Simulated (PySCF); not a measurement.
# V(2+) (vanadium, charge +2) across methods

[Ar] 3d3, high-spin 4F determinant. Computed with PySCF 2.14 in aug-cc-pVTZ-DK, with scalar relativity by spin-free X2C-1e. The B2PLYP total includes its PT2 part (frozen core); its orbital energies are those of the SCF part.

| method | E (hartree) | mean ε 3p α (eV) | mean ε 3p β (eV) | mean ε 3d α (eV) | Σ⟨r²⟩ (bohr²) | ⟨S²⟩ |
| --- | --- | --- | --- | --- | --- | --- |
| r2SCANh | -948.355 | -64.023 | -60.270 | -23.777 | 16.46 | 3.751 |
| M06 | -948.351 | -64.868 | -61.550 | -24.219 | 16.56 | 3.750 |
| B2PLYP | -948.145 | -68.804 | -63.803 | -26.750 | 16.47 | 3.751 |
| PBE0 | -948.190 | -65.140 | -61.317 | -24.671 | 16.54 | 3.751 |
| UHF | -947.43160 | -75.123 | -67.890 | -30.277 | 16.32 | 3.752 |
| LDA | -946.148 | -61.524 | -58.771 | -22.647 | 16.72 | 3.750 |
| PBE | -948.148 | -61.501 | -58.664 | -22.603 | 16.70 | 3.750 |
| r2SCAN | -948.359 | -62.723 | -59.293 | -22.976 | 16.49 | 3.751 |

**Question.** Estimate the same row for M06-L.

**Answer.** E (hartree) = -948.348; mean ε 3p α (eV) = -62.538; mean ε 3p β (eV) = -59.202; mean ε 3d α (eV) = -22.391; Σ⟨r²⟩ (bohr²) = 16.34; ⟨S²⟩ = 3.751.
